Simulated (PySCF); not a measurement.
Input file for PySCF: U-HF/LANL2DZ on CH4Sn (SMILES [CH3][SnH]), a point of a bond scan (R = 5.720 Å).

```python
from pyscf import gto, scf, dft, mp
from pyscf.data.elements import chemcore

mol = gto.M(
    atom='''
    Sn    0.00983745    0.25050043    0.24518718
    H    -1.12866930    3.97176907   -3.94693045
    C    -0.01334196   -1.45640015   -1.15807253
    H     0.73724523   -1.29419038   -1.93601312
    H    -0.98669425   -1.50317430   -1.65333226
    H     0.18357434   -2.40265271   -0.65672900
    ''',
    basis='lanl2dz',
    ecp={'Sn': 'lanl2dz'},
    charge=0, spin=0, verbose=3, max_memory=1800)
mf = scf.UHF(mol)
mf.conv_tol = 1e-8
mf.max_cycle = 100
mf.init_guess_breaksym = True
mf.kernel()
if not mf.converged:
    mf = mf.newton().run(mf.mo_coeff, mf.mo_occ)
for _ in range(4):
    mo, _, stable, _ = mf.stability(return_status=True)
    if stable:
        break
    mf.kernel(mf.make_rdm1(mo, mf.mo_occ))
```

### Question
What total energy does the run end on?

### Answer
-43.3198 hartree. Its determinant has ⟨S²⟩ = 1.00, a mixture of spin states.
